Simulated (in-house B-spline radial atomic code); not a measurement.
Mo⁺. Computed with a B-spline radial atomic code. Model: non-relativistic spherical atom: semilocal Troullier-Martins pseudo-atom, one channel per l, against all electrons, high spin, G0W0 and RPA with empty states to l = 8, local potential for every l without a channel, a model core (radius 0 = none) keeps its share of the functional.

Without relativity these are model numbers for so heavy an element.

What the tables leave out is listed at the end.

The pseudopotential gives back the lowest level of each angular momentum of its own functional in the configuration it was made in; a second state of the same l is only approximately right. Exact exchange, RPA and GW see the smooth pseudo-orbitals and miss the exchange with the core, for which the functional's share stands in. The column with an uncorrelated core keeps all orbitals and exact exchange, and so separates missing core correlation from pseudisation. Only the three outermost levels and the lowest empty one were computed. RPA here is direct RPA, with no exchange kernel, and its energies carry an (l + 1/2)⁻⁴ tail. A hybrid on a potential with a model core restores only its own semilocal share of the core's exchange.

Command:
```bash
python run_psgw.py task.json out
```
Settings (lengths in bohr, energies in hartree):
```
Z                      42
electrons              41
configuration          [Kr] 4d5
generated_in           [Kr] 4d5 5s1
functional             lda,vwn
core_shells            6
radius_factor          0.9
core_correction        True
```

Cost of the run: 40 s on 1 thread of Arm Neoverse N1 (shared host).

Given: made with LDA VWN5; model core radius 0.745 bohr; local radius 0.954 bohr; mean-field start LDA VWN5.

Valence shells of the generating configuration: 4s, 4p, 4d, 5s.

Channel: s 0.905, p 0.963, d 1.233 (radii in bohr).

Computed: largest level miss in the spin-unpolarised generating configuration 0.094 eV; valence RPA correlation energy pseudo -0.76056 hartree; all-electron RPA polarisability, core included 16.9 bohr³; pseudo-atom RPA polarisability 16.754 bohr³.

```
        level  occupied  mean-field all-electron (eV)  mean-field pseudo minus all (eV)  G0W0 all-electron (eV)  G0W0 uncorrelated core minus all (eV)  G0W0 pseudo minus all (eV)  exchange self-energy all-electron (eV)  exchange self-energy pseudo (eV)
        4d up         1                       -11.707                            -0.068                 -16.441                                  0.078                      -0.291                                 -25.663                           -23.232
5s up (empty)         0                       -10.168                            -0.168                 -7.2122                                   0.04                      -0.139                                 -3.8976                           -3.2008
```

(1) What is the valence RPA correlation energy all-electron orbitals?

Given: mean-field start PBE0.

Computed: valence RPA correlation energy all-electron orbitals -0.67461 hartree; valence RPA correlation energy pseudo -0.71123 hartree; pseudo-atom RPA polarisability 13.472 bohr³.

| level | occupied | mean-field all-electron (eV) | mean-field pseudo minus all (eV) | G0W0 all-electron (eV) | G0W0 uncorrelated core minus all (eV) | G0W0 pseudo minus all (eV) | exchange self-energy all-electron (eV) | exchange self-energy pseudo (eV) |
| --- | --- | --- | --- | --- | --- | --- | --- | --- |
| 4d up | 1 | -12.981 | -0.12 | -16.423 | 0.075 | -0.23 | -25.965 | -23.602 |
| 4p down | 1 | -44.332 | 0.238 | -48.077 | 0.227 | 0.239 | -34.849 | -28.568 |
| 5s up (empty) | 0 | -8.8225 | -0.04 | -6.9736 | 0.037 | -0.019 | -3.439 | -2.7767 |

(2) What is the all-electron RPA polarisability, core included?

## Answers

(1) -0.71905 hartree.

(2) 13.709 bohr³.

Among the listed levels the largest G0W0 shift of the pseudo-atom is -0.29 eV, for 4d up on the LDA VWN5 start, while leaving the core uncorrelated moves that level by +0.08 eV. So pseudisation and the lost core exchange, not the missing core correlation, make the error. Not in the tables (levels of low weight, unsolved or above zero; the highest and the empty levels are kept at any weight): on LDA the G0W0 levels 4p down (pseudo minus all -0.35 eV, weights 0.71 and 0.72), 4p up (pseudo minus all +0.34 eV, weights 0.03 and 0.12); on PBE0 the G0W0 levels 4p up (pseudo minus all +0.20 eV, weights 0.39 and 0.41); no Hartree-Fock pseudo-atom is run with a model core.
